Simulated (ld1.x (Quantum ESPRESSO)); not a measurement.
## Transferability test, TM potential for Tm

* Element: Tm (Z = 69)
* Generator: ld1.x (Quantum ESPRESSO) 7.5
* Type: norm-conserving Troullier–Martins (Kleinman–Bylander form)
* Functional: LDA (PZ)
* Relativity: scalar-relativistic
* Frozen core: [Kr] 4d10
* Valence charge: 23
* Reference configuration: 4f13 5s2 5p6 5d0 6s2 6p0
* Partial waves: 5p (bound): rc 2.20 bohr; 5d (bound, empty): rc 3.80 bohr; 4f (bound): rc 1.00 bohr; 5s (bound): rc 1.20 bohr
* Local potential: the s channel
* Core correction: none

Occupied shells without a wave of their own: 6s. They enter only through the test configuration that unscreens the potential.

Energies are relative to the spin-unpolarised reference configuration 4f13 5s2 5p6 5d0 6s2 6p0; without spin polarisation the order of configurations can differ from experiment. Spin-polarised rows fill each open shell by Hund’s rule, majority spin first. Not all tests gave a result: 5 of 9 tests not solved or not reliable.

Question: Give the all-electron excitation energy and the error of the potential for: 4f13 5s2 5p6 5d0 6s1 6p0; 4f12 5s2 5p6 5d0 6s0 6p0; 4f13 5s2 5p6 5d0 6s1 6p1; 4f13 5s2 5p6 5d0 6s1 6p0 (spin-polarised).

Answer:

| valence configuration | charge | ΔE all-electron (eV) | error AE − PS (meV) |
| --- | --- | --- | --- |
| 4f13 5s2 5p6 5d0 6s1 6p0 | +1 | 6.681 | -49 |
| 4f12 5s2 5p6 5d0 6s0 6p0 | +3 | 45.754 | -221 |
| 4f13 5s2 5p6 5d0 6s1 6p1 | 0 | 2.971 | -20 |
| 4f13 5s2 5p6 5d0 6s1 6p0 (spin-polarised) | +1 | 6.304 | +154 |

Levels in the configuration 4f13 5s2 5p6 5d0 6s1 6p0:

| level | all-electron (eV) | pseudo (eV) |
| --- | --- | --- |
| 4f | -10.057 | -10.076 |
| 5s | -60.357 | -60.391 |
| 5p | -33.848 | -33.876 |
| 6s | -9.447 | -9.507 |

The 6s level has no wave, so the channel is fitted at the deeper level alone: the likely source of the large errors.
